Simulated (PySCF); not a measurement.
Vertical excitations of a molecule C2H8O2Si from TDDFT-PBE/def2-SVPD in PySCF, as energy in eV (oscillator strength): 5.57 (0.008), 5.82 (0.001), 6.52 (0.009), 6.72 (0.004), 6.78 (0.004), 6.93 (0.052), 6.99 (0.064), 7.25 (0.031), 7.37 (0.023), 7.45 (0.030). Lowest triplet (TDA): 5.27 eV. Geometry optimised at B3LYP-D3(BJ)/def2-SVP. One conformer was computed; it need not be the lowest.

Problem. Which molecule gave these data?
A) C[C@H](O)[SiH2]O
B) COCO[SiH3]
C) C[Si](C)(O)O
D) CO[Si@@H](C)O

Solution. A, C[C@H](O)[SiH2]O
